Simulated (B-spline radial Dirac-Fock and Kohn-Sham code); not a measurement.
Levels of muonic ¹⁶²Lu

Nucleus: ¹⁶²Lu, Fermi distribution (skin thickness 2.3 fm), rms radius 5.2398 fm (measured, Angeli and Marinova 2013).

The computed values come from a radial atomic solver: the Dirac equation of a negative muon with reduced mass in the field of a spherical finite nucleus, with the Uehling potential to all orders; nuclear polarisation, deformation, hyperfine structure, self-energy, higher-order vacuum polarisation, relativistic recoil and electron screening are left out. For strongly deformed nuclei the low levels mix with nuclear rotations, which this model lacks.

```
level  binding (keV)  point nucleus, no QED (keV)  vacuum polarisation (keV)  ⟨r⟩ (fm)
1s1/2           8723                        15280                     56.836       8.7
2s1/2           2826                         3891                     14.977      26.9
2p1/2           3650                         3891                     23.917      17.4
2p3/2           3520                         3604                     22.005      18.3
3s1/2           1362                         1696                      5.598      56.0
3p1/2           1615                         1696                      7.786      43.8
3p3/2           1581                         1611                      7.369      44.8
3d3/2           1617                         1611                      7.096      36.4
3d5/2           1593                         1587                      6.738      37.3
```

Q: By how much does the finite nuclear size lower the 1s binding energy?

A: By 6611 keV, 43.27 % of the point-nucleus value (point value plus vacuum polarisation less the binding energy). The 1s orbit has ⟨r⟩ = 8.7 fm.
